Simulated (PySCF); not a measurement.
Compound: C5H11NO.
InChI=1S/C5H11NO/c1-4-5(7)6(2)3/h4H2,1-3H3

Torsions of this conformer, `[CH3:1][CH2:2][C:3](=[O:4])[N:5]([CH3:6])[CH3:7]`: C1–C2–C3–O4 -1°, C2–C3–N5–C6 1°.

The closed-shell ground state was solved at several levels (PySCF, density fitting, gas phase, non-relativistic). Isolated species at its PBE0-D3(BJ)/def2-SVP geometry (one conformer only).

```json
{"level": "wB97X-D/def2-SVPD", "basis functions": "231", "total energy (Eh)": "-326.8190", "HOMO (eV)": "-8.77", "LUMO (eV)": "2.04", "gap (eV)": "10.81", "dipole (D)": "3.86"}
{"level": "KT2/pcSseg-1", "basis functions": "174", "total energy (Eh)": "-332.5021", "HOMO (eV)": "-5.60", "LUMO (eV)": "-0.04", "gap (eV)": "5.56", "dipole (D)": "3.65"}
{"level": "B3LYP/pcJ-1", "basis functions": "299", "total energy (Eh)": "-327.1649", "HOMO (eV)": "-6.61", "LUMO (eV)": "0.73", "gap (eV)": "7.34", "dipole (D)": "3.81"}
```

(1) Estimate the row for PBE0/pcSseg-1, a basis of 174 functions; the other rows only guide the guess.

(2) Over all these levels, which gives the widest orbital gap and which the narrowest?

(3) How far do the dipole and the HOMO energy spread over the levels?

Answers

(1) Total energy -326.7227 Eh, HOMO -6.82 eV, LUMO 1.01 eV, gap 7.83 eV, dipole 3.83 D.

(2) wB97X-D/def2-SVPD (range-separated hybrid) has the widest, 10.81 eV, and KT2/pcSseg-1 (GGA) the narrowest, 5.56 eV. Functional and basis both differ between the two, so the spread mixes both effects.

(3) The dipole runs from 3.65 to 3.86 D (mean 3.79 D) and the HOMO from -8.77 to -5.60 eV.

The pairwise dispersion term of wB97X-D wasn't added to the energies; at a given geometry it leaves orbitals and properties as they are.
